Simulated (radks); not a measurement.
Ionisation of the oxygen ion O+, [He] 2s2 2p3, to [He] 2s2 2p2 as the strength of local exchange is varied. Calculated with a radial shooting solver on a logarithmic mesh with Libxc functionals: Dirac Kohn-Sham, Slater X-alpha exchange (alpha = 2/3 is LDA exchange), no correlation, spin-unpolarised, spherical densities, point nucleus; open shells fill j = l - 1/2 first.

alpha  E(O+) (hartree)  exchange (hartree)  IE (eV)  -e of the level emptied (eV)  <r> of it (bohr)
0.667        -73.42936            -6.81846   32.098                23.043 (2p3/2)             1.118
0.701        -73.77755            -7.19183   32.779                23.662 (2p3/2)             1.110
0.71         -73.86993            -7.29108   32.960                23.827 (2p3/2)             1.107
0.713        -73.90074            -7.32420   33.020                23.882 (2p3/2)             1.107
0.932        -76.17631            -9.79436   37.590                28.072 (2p3/2)             1.054
0.942        -76.28145            -9.90962   37.805                28.271 (2p3/2)             1.052
0.98         -76.68198           -10.34953   38.630                29.034 (2p3/2)             1.044

NIST Atomic Spectra Database: 35.121 eV (measured). The Delta-SCF value meets it near alpha = 0.81. Spin polarisation and multiplet splitting are left out, so open shells lie too high by an amount that depends on their filling.

Beside tabulated values, note that spin-unpolarised runs miss the spin-polarisation part of the exchange energy of open shells.
